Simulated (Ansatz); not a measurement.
Computed with Ansatz on PBE0-D4/def2-TZVP structures; ΔE is electronic, products minus reactants. CCSD(T)/CBS adds triple-zeta CCSD(T) − MP2 to the extrapolated MP2 energy (def2 sets, frozen cores). This one scheme is used for every species, atoms too. DFT in def2-TZVPP. No spin–orbit coupling; open shells (•) take unrestricted orbitals. Spin–orbit coupling would lower the free atoms: a little for Cl; strongly for Sn. def2 core potentials past Kr. For Sn outer-core shells are correlated without core-valence functions, so the limit isn't a true one: a few kJ/mol of doubt a bond, and 10 to 20 or more in all where bonds break to atoms.

Reaction (atomization): tin tetrachloride → 4 Cl• + Sn•

(1) What is ΔE at CCSD(T)/CBS? (An estimate is asked.)

(2) What do these levels give: r2SCAN0-D4, ωB97M-V, CAM-B3LYP, SCS-MP2/def2-TZVPP, MP2/def2-QZVPP, CCSD/def2-QZVPP? (Best estimate.)

Largest T1 diagnostic among the species: 0.011.

## Answers

(1) Ansatz gave: +320.4 kcal/mol.

(2) Ansatz gave: r2SCAN0-D4 310.8, ωB97M-V 316.8, CAM-B3LYP 299.7, SCS-MP2/def2-TZVPP 304.8, MP2/def2-QZVPP 329.0, CCSD/def2-QZVPP 303.3 kcal/mol.

Leaving LDA and LC-ωPBE aside and taking each functional with its dispersion term where it has one, the values, not all of them listed here, spread over 32.9 kcal/mol, from BHLYP-D4 to B97M-V. LDA lies +52.8 kcal/mol from PBE without D4, its usual overbinding. At CCSD(T), def2-SVP lies −42.7 kcal/mol from the extrapolated value and def2-TZVPP −18.9 kcal/mol: correlation converges slowly with the basis, and small sets miss more of it in the bonded molecule than in its fragments. From r2SCAN to r2SCAN0 (25 % exact exchange), in def2-TZVPP and without D4, ΔE moves by −9.3 kcal/mol: exact exchange takes away binding that semilocal exchange gives to molecules.

For atomizations the MP2-based limit and the directly extrapolated one differ by several kJ/mol either way, and by 10 to 25 for some Ge, Se and Sn compounds, so smaller differences from it don't rank the levels.
